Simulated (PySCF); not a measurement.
A structure optimised at r2SCAN-D4/def2-SVP, used in a PySCF frequency run:

```
C
C 1 1.3373
H 1 1.0951 2 123.14
H 2 1.0959 1 122.30 3 180.00
H 2 1.0973 4 116.88 1 180.00
Sn 1 2.1122 3 119.68 2 180.00
F 6 1.9241 1 117.47 3 61.87
F 6 1.9241 7 102.97 1 130.79
F 6 1.9285 7 105.58 8 110.51
```
Charge 0, spin multiplicity 1.

Question: Write its SMILES, formula and point group.

Answer: C=[CH][Sn]([F])([F])[F], C2H3F3Sn, Cs

Question: What are its rotational constants (standard atomic weights)?

Answer: 2.8972, 1.6222, 1.6108 GHz
